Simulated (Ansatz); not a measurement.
Ideal-gas functions of FHZn, SMILES `[F][ZnH]` at 298.15 K and 1 bar, from an Ansatz frequency run at PBE0-D4/def2-TZVP.

Molar mass 85.4 g/mol, point group C∞v (symmetry number 1), electronic degeneracy 1, moments of inertia 48.659 u Å². Harmonic wavenumbers (cm⁻¹, unscaled): 474, 474, 661, 2011.

Use S(trans) = R[1.5 ln M + 2.5 ln T − 1.1517]; rotational temperatures θ = 24.2544 K / I; S(rot) = R[ln(T/σθ) + 1]; for each mode x = 1.438777 ν̃/T, S = R[x/(eˣ − 1) − ln(1 − e⁻ˣ)] and H = RT x/(eˣ − 1); 1 cm⁻¹ = 0.0119627 kJ/mol; R = 8.31446 J/(mol·K).

Problem. By hand: the entropy, in J/(mol·K).

Solution. Translation 164.3. Rotation: θ = 0.4985 K, giving 61.5. Vibration, mode by mode: 3.04, 3.04, 1.49, 0.01, in all 7.6. Electronic 0.0. Sum 233.4 J/(mol·K).

Problem. By hand: H − E and G − E in kJ/mol, counted from the electronic energy.

Solution. Zero-point energy ½ × 3620 × 0.0119627 = 21.7; thermal vibration 1.6; translation, rotation and pV give 3.5 RT = 8.7. H − E = 32.0 kJ/mol, and G − E = 32.0 − 298.15 × 233.4/1000 = -37.6 kJ/mol.

Vibration gives 3 % of the entropy.
